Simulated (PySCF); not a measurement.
C3H2IOP.
Bonds: I1–C2, C2–O3 (aromatic), O3–C4 (aromatic), C4–C5 (aromatic), C5–P6 (aromatic), C2–P6 (aromatic). Hydrogens: H7 on C4; H8 on C5.

Method: PySCF, PBE0-D3(BJ)/def2-SVP geometry optimisation, gas phase, def2 core potentials past Kr; density fitting, grid level 1; the optimiser is geomeTRIC in internal coordinates, started from a GFN2-xTB structure with every atom displaced at random (about 0.01 Å).

Step 0: E = -22563.2859 eV
```
atom  x, y, z in Å  |  force x, y, z in eV/Å
I1      3.1789   -0.0029    1.0089   -0.719   0.060  -0.231
C2      1.1744    0.1967    0.3465    1.158   0.295   0.308
O3      0.4685   -0.9436    0.3281    2.546  -0.040   0.811
C4     -0.7260   -0.7247   -0.0861   -3.446  -0.176  -1.038
C5     -1.0513    0.5498   -0.4196    1.203   0.073   0.388
P6      0.3441    1.6182   -0.1680    0.268  -0.325   0.126
H7     -1.3814   -1.5982   -0.1253    0.125  -0.028   0.024
H8     -1.9911    0.8916   -0.7698   -1.135   0.142  -0.386
```

Step 1: E = -22563.3755 eV
```
atom  x, y, z in Å  |  force x, y, z in eV/Å
I1      3.1041    0.0219    1.1395    0.116   0.008  -0.201
C2      1.2440    0.1843    0.2376   -0.297  -0.200   0.295
O3      0.5288   -0.9479    0.2547   -0.697   0.081  -0.052
C4     -0.7773   -0.7241   -0.0940    1.141  -0.066   0.039
C5     -1.0457    0.5631   -0.4050   -0.327   0.211  -0.028
P6      0.3951    1.5998   -0.2360   -0.001   0.123  -0.018
H7     -1.3848   -1.6219   -0.1061   -0.120  -0.112   0.029
H8     -2.0482    0.9117   -0.6759    0.185  -0.044  -0.064
```

**Question.** Estimate the geometry and energy of step 2. (The exact step hangs on the optimiser's Hessian estimate; all steps are aligned on step 1, rigid shifts and turns removed.)

**Answer.** E = -22563.4281 eV, largest force 0.502 eV/Å
```
atom  x, y, z in Å  |  force x, y, z in eV/Å
I1      3.1757    0.0123    0.9795   -0.070  -0.029   0.009
C2      1.2015    0.1864    0.3650   -0.042   0.135   0.021
O3      0.4905   -0.9459    0.3573   -0.356   0.266  -0.234
C4     -0.7717   -0.7155   -0.0882    0.218  -0.405   0.046
C5     -1.0518    0.5665   -0.4222    0.168  -0.016   0.162
P6      0.3699    1.6052   -0.1452    0.123   0.050  -0.042
H7     -1.3759   -1.6201   -0.1369   -0.070   0.029   0.026
H8     -2.0222    0.8979   -0.7946    0.029  -0.029   0.013
```

The energy changes by -0.0526 eV. The first-order estimate −F·Δx gives -0.1311 eV and the mean of the old and new forces, exact on a quadratic surface, -0.0528 eV. The step makes an angle of 73° with the force vector and moves no atom by more than 0.176 Å.

What follows is the cost of the whole optimisation. Hardware: one thread, Intel Xeon Platinum 8488C (x86_64), shared host. Cost: 44 s of wall time, 0.47 GiB resident at most.
